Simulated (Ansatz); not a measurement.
C$_{3}$H$_{13}$N$_{3}$OZr (`C[NH][Zr]([OH])([NH]C)[NH]C`), relaxed with RKS PBE0-D4/def2-TZVP in the Gaussian-basis code of Ansatz from a GFN2-xTB geometry. The force threshold is 0.005 eV/Å; the program also tests the step.

The species carries charge 0 and has multiplicity 1. Zr takes the def2 core potential.

Start:

```xyz
21

C     1.909    1.564   -0.222
N     1.657    0.131   -0.355
Zr   -0.316   -0.296   -0.039
O    -1.165    0.239   -1.670
N    -0.448   -2.308    0.240
C    -0.112   -2.999   -1.005
N    -1.002    0.636    1.630
C    -1.472    1.991    1.359
H     1.876    1.925    0.828
H     1.156    2.112   -0.813
H     2.903    1.829   -0.623
H     2.338   -0.367    0.242
H    -0.653    0.059   -2.471
H    -1.361   -2.667    0.561
H     0.839   -2.591   -1.389
H    -0.892   -2.897   -1.789
H     0.034   -4.079   -0.830
H    -0.453    0.654    2.503
H    -2.183    2.331    2.132
H    -2.001    1.995    0.392
H    -0.653    2.740    1.320
```

| step | energy (eV) | largest force (eV/Å) | largest move (Å) |
| --- | --- | --- | --- |
| 1 | -11116.5424 | 1.374 | 0.000 |
| 2 | -11116.9181 | 0.801 | 0.194 |
| 3 | -11117.0778 | 0.945 | 0.194 |
| 4 | -11117.1976 | 1.951 | 0.200 |
| 5 | -11117.2921 | 0.406 | 0.191 |
| 6 | -11117.3148 | 0.586 | 0.199 |
| 7 | -11117.3435 | 0.246 | 0.084 |
| 8 | -11117.3671 | 0.285 | 0.195 |
| 9 | -11117.3794 | 0.430 | 0.178 |
| 10 | -11117.3934 | 0.298 | 0.093 |
| 11 (rejected) | -11117.3907 | 0.244 | 0.151 |
| 13 | -11117.4090 | 0.155 | 0.100 |
| 15 | -11117.4160 | 0.161 | 0.066 |
| 17 | -11117.4196 | 0.064 | 0.089 |
| 19 | -11117.4203 | 0.023 | 0.013 |
| 21 | -11117.4206 | 0.023 | 0.008 |
| 23 | -11117.4207 | 0.007 | 0.019 |
| 25 | -11117.4208 | 0.035 | 0.008 |
| 27 | -11117.4209 | 0.009 | 0.022 |
| 29 | -11117.4209 | 0.012 | 0.011 |
| 31 | -11117.4210 | 0.013 | 0.009 |
| 33 | -11117.4210 | 0.025 | 0.015 |
| 35 | -11117.4210 | 0.011 | 0.003 |
| 37 | -11117.4210 | 0.004 | 0.011 |
| 38 | -11117.4210 | 0.003 | 0.010 |

End:

```xyz
21

C     2.806    1.339   -0.323
N     1.969    0.231    0.085
Zr   -0.052    0.070   -0.179
O    -0.628    0.737   -1.912
N    -0.518   -1.904    0.082
C    -0.449   -2.950   -0.915
N    -0.913    1.077    1.379
C    -2.290    1.512    1.469
H     3.369    1.771    0.515
H     2.190    2.145   -0.735
H     3.529    1.063   -1.102
H     2.521   -0.536    0.445
H    -0.925    1.101   -2.739
H    -0.930   -2.241    0.943
H    -0.030   -2.556   -1.846
H    -1.434   -3.368   -1.164
H     0.196   -3.783   -0.607
H    -0.367    1.414    2.161
H    -2.799    1.115    2.357
H    -2.854    1.157    0.600
H    -2.392    2.605    1.487
```

It took 2.8 min on 4 threads of an AMD EPYC 7R13 on a shared host and a share of an NVIDIA H100 80 GB, with 0.99 GiB of host memory at the peak.
